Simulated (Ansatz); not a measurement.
This singlet lies 0.63 eV below the relaxed triplet at the level B3LYP/cc-pVTZ // PBE0-D3(BJ)/def2-TZVP (Ansatz, a first-principles code).

A geometry relaxed with PBE0-D3(BJ)/def2-TZVP (Ansatz), charge 0, multiplicity 1:

```xyz
6

O     -1.5673    -0.0496     0.8557
H      2.7696     0.0384    -0.0823
C     -0.8949     0.0144    -0.2680
C      0.4945     0.0155    -0.0390
H     -2.5066    -0.0468     0.6329
C      1.7047     0.0281    -0.0694
```

Task: Write the SMILES of this molecule.

Result: `C#C[C]O`
